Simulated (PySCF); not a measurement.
**Relaxation of doublet AsI₂**

Computed with PySCF, UPBE0, basis As def2-TZVP, I def2-TZVP with ECP28 (scalar-relativistic core potentials, no spin–orbit coupling, density fitting). A (50,194) grid was used.

A hand-made linear start, of D∞h symmetry, held to at least that symmetry:

```xyz
3
charge 0 multiplicity 2, angstrom
As    0.0000    0.0000    0.0000
I     0.0000    0.0000    2.5400
I     0.0000    0.0000   -2.5400
```

(1) What does it relax to?

(2) How much energy is released, and in how many steps?

## Answers

(1) It ends at D∞h with As–I 2.647 Å (×2); I–As–I 180.0° (after a last refinement on a finer grid). A frequency run shows 2 imaginary modes, down to 146i cm⁻¹, so it is a higher-order saddle point. Other isomers or separated fragments may lie lower.

(2) 11.9 kJ/mol in 3 steps.

No spin–orbit coupling is included, which matters more the heavier the element.
